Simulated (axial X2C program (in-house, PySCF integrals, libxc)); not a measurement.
# Ionising NaV

Computed with an axial X2C code built on PySCF integrals, spin-free (one-electron X2C) or two-component (2c: spin–orbit coupling with atomic mean-field Coulomb and Gaunt terms, which also bring small scalar terms), in Dyall basis sets with cores contracted in-house; open shells are unrestricted.

Basis sets: Na dyall-cv3z, V dyall-cv3z.

```json
{"Hamiltonian": "spin-free", "level": "PBE0", "NaV state": "M_S = 2, Λ = 0", "Re (Å)": "3.053", "ωe (cm⁻¹)": "148.1", "De (eV)": "n/a"}
{"Hamiltonian": "2c", "level": "PBE0", "NaV state": "Ω = 2", "Re (Å)": "3.054", "ωe (cm⁻¹)": "148.1", "De (eV)": "n/a"}
```

Adiabatic ionisation energy (minimum to minimum, no zero-point term) and constants of NaV⁺:

```
Hamiltonian  level        NaV⁺ state  IE (eV)  Re (Å)  ωe (cm⁻¹)  De (eV)  fragments
  spin-free   PBE0  M_S = 5/2, Λ = 0     5.25   3.318      114.6      n/a    V + Na+
         2c   PBE0           Ω = 1/2     5.24   3.211      122.1      n/a    V + Na+
```

Add the zero-point terms to the ionisation energy at PBE0, 2c, and say whether the electron removed was bonding.

IE0 = IE + (ωe⁺ − ωe)/2 = 5.24 + (-0.002) = 5.24 eV. Re changes by 0.157 Å, but the two determinants differ by more than one electron in one block, so no single orbital tells the change.

Each entry is the lowest single determinant of a limited PBE0 search at one distance. De goes to single-determinant-based atoms at the same level (for ions the charge split of lowest energy) and is withheld (n/a) where an atom does not fit its ground term or J level. Main or longest-lived isotopes. One determinant is a doubtful description, or other states lie close, for NaV, NaV⁺; these need not be ground states, and all values refer to the states named. Some open-shell Ω = 0 determinants are out of reach, so the Ω given for NaV need not be the lowest component. With several unpaired electrons the Ω given is that of one determinant, not necessarily of the lowest component. The functionals have no current term, which raises determinants with orbital currents.
